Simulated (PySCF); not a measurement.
PySCF job for TiBr₄, SMILES [Br][Ti]([Br])([Br])[Br], multiplicity 1, KT2/pcSseg-1. Coordinates come from a PBE0-D3(BJ)/def2-SVP optimisation. The spin state was assumed, not searched. The isomer is the one that the SMILES or the coordinates give; other isomers of the formula were not compared.

```python
import numpy as np
from pyscf import gto, scf, dft
from pyscf.prop.nmr import rks as nmr

mol = gto.M(
    atom='''
    Ti    0.00000000    0.00000000    0.00000000
    Br    1.33167816    1.33167816   -1.33167816
    Br   -1.33167816    1.33167816    1.33167816
    Br   -1.33167816   -1.33167816   -1.33167816
    Br    1.33167816   -1.33167816    1.33167816
    ''',
    basis='pcSseg-1',
    charge=0,
    spin=0,
    max_memory=1600,
    verbose=3,
)
mf = dft.RKS(mol, xc='kt2').density_fit(auxbasis='def2-universal-jkfit')
mf.grids.level = 3
mf.conv_tol = 1e-10
mf.max_cycle = 100
mf.kernel()
n = nmr.NMR(mf)
n.verbose = 2
n.max_cycle_cphf = 60
sigma = n.kernel()
print('atom   isotropic/ppm   span/ppm')
for i, s in enumerate(sigma):
    w = np.linalg.eigvalsh((s + s.T) / 2)
    print(f'{mol.atom_symbol(i):2s}{i + 1:3d} {w.mean():14.3f} {w[2] - w[0]:11.3f}')
```

It prints:

```
converged SCF energy = -11189.0761879727
atom   isotropic/ppm   span/ppm
Ti  1      -1365.864       0.000
Br  2        717.027    2582.085
Br  3        717.027    2582.085
Br  4        717.027    2582.085
Br  5        717.027    2582.085
```

The run converged.

Cost: very roughly 2.5 core-minutes.
